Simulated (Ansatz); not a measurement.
## Ligand exchange: SiH3(CH3) + C2H2ClGa → SiH3Cl + C3H5Ga

Gas-phase species: SiH3(CH3) (methylsilane), singlet; C2H2ClGa `C#[C][GaH][Cl]`, singlet; SiH3Cl (chlorosilane) `[SiH3]Cl`, singlet; C3H5Ga `C#[C][GaH][CH3]`, singlet. The partners trade CH3 for Cl: Si–CH3 and Ga–Cl bonds give way to Si–Cl and Ga–CH3.

Shapes, held fixed at every level: PBE0-D4/def2-TZVP. Programs: Ansatz 0.2.0. The zero-point and thermal change to 298 K, harmonic and unscaled (PBE0-D4/def2-TZVP), is -1.1 kJ/mol.

```tsv
level	kind	ΔH(298 K) (kJ/mol)	less CCSD(T)/def2-TZVPP
HF/def2-SVP	Hartree–Fock	+56.9	+18.1
HF/def2-TZVPP	Hartree–Fock	+47.6	+8.8
r2SCAN-D4/def2-TZVPP	meta-GGA	+40.9	+2.1
BHLYP-D4/def2-TZVPP	global hybrid	+42.6	+3.8
PBE0-D4/def2-TZVPP	global hybrid	+40.0	+1.2
wB97M-V/def2-TZVPP	range-separated hybrid	+38.0	-0.8
MP2/def2-TZVPP	perturbation theory	+36.3	-2.5
CCSD(T)/def2-TZVPP	coupled cluster or CI	+38.8	0.0
```

The highest level, CCSD(T)/def2-TZVPP, gives ΔH(298 K) = +38.8 kJ/mol; the levels span +36.3 to +56.9. The column of differences is taken from that level and isn't an error. No measured value is set beside it here. Relativity is left out for Ga. Outer-core shells of Ga are correlated, in sets that cover them unevenly.
